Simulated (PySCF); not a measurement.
CH5F3Si2, SMILES C[Si@H](F)[SiH](F)F.

Geometry optimised at PBE0-D3(BJ)/def2-SVP. The structure was generated by enumeration; whether it is a known compound was not checked. Other conformers were not sampled.

The numbers are results of SMD-B3LYP/def2-SVP in PySCF, not measurements.

Solvation free energies are E(SMD) − E(gas) at the gas-phase geometry, for 1 M in both phases. In vacuum the dipole moment is 2.15 D.

Computed solvation free energies in water, toluene, diethylether:
| solvent | ΔG(solv) (kcal/mol) | its non-electrostatic (CDS) part | dipole (D) |
|---|---|---|---|
| water | 0.2 | 4.9 | 2.65 |
| toluene | -2.1 | 0.2 | 2.39 |
| diethylether | -3.2 | 0.0 | 2.50 |
